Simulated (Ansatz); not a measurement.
Computed with Ansatz.

Basis-set series for `Cl[CH](Cl)[InH2]`. Total charge 0; spin multiplicity 1. In takes the def2 core potential. The structure was optimised at the PBE0-D4/def2-TZVP level.

Z-matrix (Å, degrees):
```
C
Cl 1 1.805
In 1 2.188 2 98.5
Cl 1 1.766 2 111.1 3 -122.4
H 1 1.086 2 105.4 3 122.1
H 3 1.711 1 114.7 2 -84.9
H 3 1.716 1 116.2 2 91.2
```

| functional | basis | functions | energy (Eh) | HOMO (eV) | LUMO (eV) |
| --- | --- | --- | --- | --- | --- |
| PBE0-D4 | def2-SVP | 91 | -1149.72926 | -7.14 | -1.76 |
| PBE0-D4 | def2-QZVPP | 369 | -1150.13379 | -7.28 | -1.88 |
| ωB97M-V | def2-SVP | 91 | -1149.95604 | -9.24 | -0.16 |
| ωB97M-V | def2-QZVPP | 369 | -1150.35826 | -9.44 | -0.42 |

(1) Give the rows for def2-TZVPP. (Estimate.)

Results:

(1) The calculation gave: 
| functional | basis | functions | energy (Eh) | HOMO (eV) | LUMO (eV) |
| --- | --- | --- | --- | --- | --- |
| PBE0-D4 | def2-TZVPP | 207 | -1150.10266 | -7.25 | -1.86 |
| ωB97M-V | def2-TZVPP | 207 | -1150.32823 | -9.39 | -0.36 |
